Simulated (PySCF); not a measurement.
Compound: C₆H₈FN.
Cartesian coordinates in Å at the PBE0-D3(BJ)/def2-SVP level; atoms count from 1:
```xyz
16
C6H8FN angstrom
C      1.950   -0.060    0.272
C      0.648    0.695    0.179
C      0.719    2.124    0.181
N      0.811    3.281    0.189
C     -0.556    0.082    0.100
C     -1.862    0.795    0.008
C     -0.602   -1.420    0.104
F     -1.883   -1.886    0.021
H      2.098   -0.712   -0.604
H      2.805    0.626    0.324
H      1.980   -0.700    1.168
H     -2.392    0.507   -0.914
H     -1.731    1.884    0.022
H     -2.520    0.499    0.840
H     -0.024   -1.826   -0.747
H     -0.143   -1.816    1.028
```

All values: wB97X-D/def2-SVPD (PySCF, non-relativistic), on one gas-phase PBE0-D3(BJ)/def2-SVP geometry that isn't relaxed in the solvent. The solvent is an IEF-PCM continuum (cavity from Bondi-type radii × 1.2), and excitations are vertical TDDFT with non-equilibrium linear response and a frozen core. Only the electrostatic response of the medium enters.

Gas-phase singlets (H = HOMO, L = LUMO):

```tsv
state	E (eV)	λ (nm)	f	leading configuration
S1	5.875	211	0.394	H→L 95%
S2	6.623	187	0.000	H-1→L 63%
S3	6.822	182	0.000	H-1→L 30%
S4	7.097	175	0.005	H→L+1 76%
S5	7.576	164	0.006	H-2→L 90%
```

Problem. Give the list for tetrahydrofuran (ε = 7.426), n² = 1.97.

Solution. 
| state | E (eV) | λ (nm) | f | leading configuration | change by rank (eV) |
| --- | --- | --- | --- | --- | --- |
| S1 | 5.686 | 218 | 0.493 | H→L 96% | -0.189 |
| S2 | 6.535 | 190 | 0.000 | H→L+2 64% | -0.088 |
| S3 | 6.945 | 179 | 0.000 | H-1→L 86% | +0.123 |
| S4 | 7.207 | 172 | 0.004 | H→L+1 81% | +0.110 |
| S5 | 7.515 | 165 | 0.005 | H-2→L 89% | -0.061 |

Problem. How does the list change in dimethylsulfoxide (ε = 46.83)?

Solution. 
| state | E (eV) | λ (nm) | f | leading configuration | change by rank (eV) |
| --- | --- | --- | --- | --- | --- |
| S1 | 5.651 | 219 | 0.507 | H→L 97% | -0.224 |
| S2 | 6.484 | 191 | 0.000 | H→L+2 70% | -0.139 |
| S3 | 6.986 | 177 | 0.000 | H-1→L 83% | +0.164 |
| S4 | 7.220 | 172 | 0.004 | H→L+1 80% | +0.123 |
| S5 | 7.495 | 165 | 0.004 | H-2→L 84% | -0.081 |

Problem. The ground-state energy changes by -0.354 eV from gas to dimethylsulfoxide. By how much does the total energy of gas-phase S1 change?

Solution. E(S1) = E(S0) + excitation energy, so it changes by -0.354 − 0.224 = -0.578 eV: it is lowered more than the ground state, which is what a red shift means. This is the vertical state, with the slow part of the continuum still set for S0.

Problem. How do the frontier levels move from gas to dimethylsulfoxide?

Solution. 
```tsv
orbital	gas (eV)	solvent (eV)	change (eV)	Löwdin shares, gas	Löwdin shares, solvent
LUMO+2	2.35	2.45	+0.10	C6 12 %, C1 11 %, N4 11 %, F8 10 %	N4 28 %, C3 23 %, C6 7 %, F8 6 %
LUMO+1	1.88	2.28	+0.40	C7 18 %, C1 16 %, H16 8 %, H15 8 %	C7 14 %, C3 13 %, C1 12 %, C6 9 %
LUMO	0.40	0.54	+0.14	C5 30 %, C2 19 %, N4 15 %, C3 12 %	C5 30 %, C2 17 %, N4 16 %, C3 15 %
HOMO	-9.28	-9.09	+0.19	C2 26 %, C5 23 %, N4 16 %, C3 10 %	C2 28 %, C5 22 %, N4 13 %, C3 8 %
HOMO-1	-11.47	-11.66	-0.19	N4 47 %, C3 36 %, C1 5 %, C2 4 %	N4 37 %, C3 27 %, C1 9 %, C2 6 %
HOMO-2	-12.07	-11.93	+0.14	N4 32 %, F8 15 %, C7 12 %, C5 11 %	F8 24 %, C7 17 %, C5 16 %, N4 14 %
HOMO-3	-12.31	-12.23	+0.08	N4 36 %, C3 35 %, C2 11 %, C1 5 %	F8 41 %, C7 22 %, H15 9 %, H16 9 %
```

The HOMO–LUMO gap goes from 9.68 to 9.63 eV. Rows go by rank; for HOMO-3, HOMO-2, LUMO+1 and LUMO+2 the atom shares or the degeneracy differ between the runs, so the row needn't follow one orbital.

Note: wB97X-D ran without an empirical dispersion term, which enters the total energy and its gradient alone.
